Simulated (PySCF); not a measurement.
BCl2, SMILES [B+](Cl)Cl, charge +1.

Geometry: B3LYP-D3(BJ)/def2-TZVP.

Computed with PySCF with B3LYP-D3(BJ)/def2-TZVP.

Frequencies are harmonic and unscaled.

Modes within 1.5 cm⁻¹ of each other (mostly degenerate sets) share a row, with their intensities summed.

Computed vibrational spectrum:
```tsv
mode	ν (cm⁻¹)	IR (km/mol)	Raman (Å⁴/amu)	depolarisation	moving atoms (share of kinetic energy)
1–2	327	28.8	0.0	–	B 87 %, Cl 13 %
3	559	0.0	10.1	0.16	Cl 100 %
4	1463	563.1	0.0	–	B 87 %, Cl 13 %
```
